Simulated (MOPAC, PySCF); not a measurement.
H$_{5}$InN$_{2}$S, SMILES `[NH2][In]([NH2])[SH]`, neutral singlet in the gas phase. 

Cartesian coordinates (Å):
```xyz
9

N     -1.5472    -0.9348     0.1510
In     0.1170     0.2318    -0.0184
N      1.9738    -0.6048    -0.0274
S     -0.0746     2.6244    -0.2096
H     -1.4471    -1.8870    -0.1767
H     -2.3954    -0.5475    -0.2410
H      2.0621    -1.4881     0.4577
H      2.7298     0.0011     0.2626
H     -1.4184     2.6048    -0.1981
```
Charge 0, multiplicity 1.

All levels are single points at this geometry (B3LYP-D3(BJ)/def2-TZVP); Pople sets use spherical d functions. Orbital energies aren't observables, and empty levels follow the basis.

| level | HOMO (eV) | LUMO (eV) | gap (eV) | dipole (D) | vertical IE, Delta-SCF (eV) |
|---|---|---|---|---|---|
| B3LYP-D3(BJ)/def2-TZVP in PySCF | -6.87 | -1.39 | 5.48 | 1.60 | – |
| B3LYP/6-311+G** (LANL2DZ on In) in PySCF | -6.96 | -1.47 | 5.49 | 1.67 | – |
| B3LYP/6-31G* (LANL2DZ on In) in PySCF | -6.52 | -0.83 | 5.69 | 2.09 | 8.72 |
| B3LYP/LANL2DZ in PySCF | -6.61 | -1.05 | 5.56 | 2.27 | – |
| BP86/6-31G* (LANL2DZ on In) in PySCF | -5.48 | -1.58 | 3.91 | 2.18 | – |
| SVWN5/6-31G* (LANL2DZ on In) in PySCF | -5.46 | -1.59 | 3.87 | 2.23 | – |
| HF/6-31G* (LANL2DZ on In) in PySCF | -10.07 | 2.16 | 12.23 | 2.05 | – |
| AM1 in MOPAC | -9.48 | -1.86 | 7.62 | 1.64 | – |
| PM7 in MOPAC | -9.08 | -0.59 | 8.49 | 2.16 | – |
